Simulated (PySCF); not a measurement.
**Spinor energies of Lu (lutetium, neutral)**

Start: [Xe] 4f14 5d1 6s2; 5d3/2 filled at m_j = +3/2. Calculated with PySCF 2.14 in x2c-SVPall-2c (7s10p9d2f1g, 105 functions): generalised Hartree-Fock with the X2C-1e Hamiltonian and a Gaussian nucleus; one run each with spin-orbit coupling (SO) switched off, then screened by Boettger's factors.

```tsv
spinor shell	electrons	ε, spin-free (eV)	ε, screened SO (eV)	weight of nominal j (screened SO)	rms radius, screened SO (bohr)
1s1/2	2	-63646.0	-63629.2	1.000	0.0219
2s1/2	2	-10969.3	-10964.1	1.000	0.0885
2p1/2	2	-9650.6	-10445.8	1.000	0.0754
2p3/2	4	-9650.6	-9322.2	1.000	0.0825
3s1/2	2	-2544.4	-2542.7	1.000	0.227
3p1/2	2	-2141.5	-2313.4	1.000	0.218
3p3/2	4	-2141.5	-2069.2	1.000	0.232
3d3/2	4	-1653.4	-1684.0	1.000	0.206
3d5/2	6	-1653.4	-1631.3	1.000	0.210
4s1/2	2	-536.15	-535.56	1.000	0.509
4p1/2	2	-401.40	-440.76	1.000	0.520
4p3/2	4	-401.40	-384.67	1.000	0.552
4d3/2	4	-222.29	-228.30	1.000	0.584
4d5/2	6	-222.29	-217.71	1.000	0.597
5s1/2	2	-73.682	-73.491	1.000	1.27
5p1/2	2	-39.194	-44.635	1.000	1.43
4f5/2	6	-22.589	-23.204	1.000	0.800
4f7/2	8	-22.589	-21.602	1.000	0.806
6s1/2	2	-6.162	-6.124	0.976	4.13
5d3/2	1	-5.134	-5.277	0.996	3.09
```

Task: Where does 5p3/2 lie, and what is the 5p spin-orbit splitting (screened SO)?

Result: At -36.744 eV, 7.890 eV above 5p1/2.

```
   quantity     spin-free   screened SO
E (hartree)  -14551.75784  -14566.11598
        M_J           3/2           3/2
       ⟨J²⟩         3.873         3.781
       ⟨L²⟩         6.168         6.276
       ⟨S²⟩         0.841         0.948
```

Each row is a mean over spinors that exchange with the open shell spreads, by up to 1.598 eV (5p1/2).

Breit and QED terms are absent; they matter most for the inner s and p1/2 levels.

Densities and radii are taken from the X2C orbitals without a picture-change correction, which distorts them close to the nucleus.

Without spin-orbit coupling the j labels of p, d and f shells carry no meaning; the spin-free column gives the mean over the occupied spinors of each nl shell, and its ⟨J²⟩ belongs to a mixture of degenerate components.
